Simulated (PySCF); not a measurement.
C₆H₅F.
SMILES: `FC=C1C=CC=C1`

The calculation used PBE0-D3(BJ)/def2-SVP geometry optimisation, gas phase (PySCF).

Masses are those of the commonest isotopes; rigid-rotor values at the optimised geometry. 

(1) Give the principal moments of inertia and the rotational constants in GHz.

(2) What kind of rotor is it?

(3) What does the inertial defect say?

(4) Give the coordinates in the principal-axis frame, origin at the centre of mass.

(5) Where do the levels up to J = 3 lie, in MHz?

(6) Predict some low-J microwave lines.

(7) Estimate the classical rotational partition function at 100 K, 200 K and 298.15 K.

## Answers

(1) Ia = 67.81, Ib = 261.07, Ic = 328.88 u·Å²; 505379 MHz·u·Å²/I gives 7453, 1936 and 1537 MHz, that is A = 7.4527, B = 1.9358, C = 1.5367 GHz.

(2) An asymmetric top: κ = (2 × 1936 − 7453 − 1537)/(7453 − 1537) = -0.87.

(3) Planar: Δ = Ic − Ia − Ib = 0.00 u·Å². For a rigid frame Δ = −2 Σ m c², so it vanishes when all atoms lie in the ab plane; here none is more than 0.01 Å from it.

(4) The sense of each axis is arbitrary; atoms in the order of the calculation.
| atom | mass (u) | a (Å) | b (Å) | c (Å) |
| --- | --- | --- | --- | --- |
| F1 | 18.998 | -2.446 | 0.302 | 0.001 |
| C2 | 12.000 | -1.475 | -0.591 | 0.000 |
| C3 | 12.000 | -0.177 | -0.245 | -0.002 |
| C4 | 12.000 | 0.944 | -1.187 | -0.001 |
| C5 | 12.000 | 2.085 | -0.452 | 0.002 |
| C6 | 12.000 | 1.739 | 0.970 | 0.001 |
| C7 | 12.000 | 0.387 | 1.104 | -0.002 |
| H8 | 1.008 | -1.841 | -1.622 | 0.000 |
| H9 | 1.008 | 0.853 | -2.272 | 0.000 |
| H10 | 1.008 | 3.103 | -0.845 | 0.004 |
| H11 | 1.008 | 2.463 | 1.786 | 0.002 |
| H12 | 1.008 | -0.195 | 2.024 | -0.003 |

(5) Above 0(0,0):
J = 1: 1(0,1) 3472, 1(1,1) 8989, 1(1,0) 9389
J = 2: 2(0,2) 10397, 2(1,2) 15535, 2(1,1) 16733, 2(2,1) 33283, 2(2,0) 33304
J = 3: 3(0,3) 20731, 3(1,3) 25341, 3(1,2) 27735, 3(2,2) 43701, 3(2,1) 43805, 3(3,1) 72296, 3(3,0) 72296

(6) The dipole components are |μa| = 0.15 D, |μb| = 1.02 D, |μc| = 0.00 D; the mirror of this Cs structure is the ab plane, so μc vanishes by symmetry and there are no c-type lines. Intensities carry the squares of the components, which stand as 0.02 : 1.00 (a : b). Some lines, for components of 0.1 D or more:

| type | branch | J(Ka,Kc) | MHz | lower level (cm⁻¹) |
| --- | --- | --- | --- | --- |
| a | Q | 4(2,2) ← 4(2,3) | 309 | 1.920 |
| a | Q | 1(1,0) ← 1(1,1) | 399 | 0.300 |
| a | Q | 2(1,1) ← 2(1,2) | 1197 | 0.518 |
| b | R | 3(0,3) ← 2(1,2) | 5196 | 0.518 |
| a | R | 2(0,2) ← 1(0,1) | 6924 | 0.116 |
| b | R | 1(1,1) ← 0(0,0) | 8989 | 0.000 |
| a | R | 3(2,2) ← 2(2,1) | 10417 | 1.110 |
| b | R | 2(1,2) ← 1(0,1) | 12063 | 0.116 |
| a | R | 4(1,4) ← 3(1,3) | 13052 | 0.845 |
| a | R | 4(0,4) ← 3(0,3) | 13684 | 0.692 |
| a | R | 4(3,2) ← 3(3,1) | 13930 | 2.412 |
| b | R | 3(1,3) ← 2(0,2) | 14945 | 0.347 |
| b | Q | 3(2,1) ← 3(1,2) | 16069 | 0.925 |
| b | R | 4(1,4) ← 3(0,3) | 17662 | 0.692 |
| b | R | 2(2,1) ← 1(1,0) | 23895 | 0.313 |
| b | Q | 3(3,1) ← 3(2,2) | 28595 | 1.458 |

(7) Point group Cs, symmetry number σ = 1; q = (√π/σ)·√((kT/h)³/(ABC)), k/h = 20836.6 MHz/K: 35800 at 100 K, 101000 at 200 K, 184000 at 298.15 K.

No PBE0-D3(BJ)/def2-SVP frequencies stand behind this structure, so it isn't proved a minimum. No vibrational averaging or centrifugal distortion is included, and the geometry carries the error of its method.
